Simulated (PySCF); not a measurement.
Ionisation energy of Be²⁺ by level of theory

Be²⁺ 1s2 (1S) → Be³⁺ 1s1 (2S), as a difference of total energies. Calculation: PySCF 2.14, in jorge-DZP-DKH (4s2p1d, 15 functions); scalar relativity by spin-free X2C-1e. Correlated levels: valence: nothing frozen. The calculations carry no spin-orbit coupling.

```json
{"method": "UHF", "ionisation energy (eV)": "152.86"}
{"method": "PBE0", "ionisation energy (eV)": "153.62"}
{"method": "PBE", "ionisation energy (eV)": "153.51"}
{"method": "MP2 (valence)", "ionisation energy (eV)": "153.20"}
{"method": "SCS-MP2 (valence)", "ionisation energy (eV)": "153.27"}
{"method": "CCSD (valence)", "ionisation energy (eV)": "153.25"}
```

Errors of the correlated levels include the incompleteness of this basis.

With two correlated electrons CCSD is exact in that space.

Question: Which method comes closest to the reference value, and which is furthest?

Answer: The reference is 153.90 eV (theoretical estimate listed by NIST; NIST Atomic Spectra Database, ionization energies). Closest: PBE0 (error -0.280 eV); furthest: UHF (error -1.040 eV).
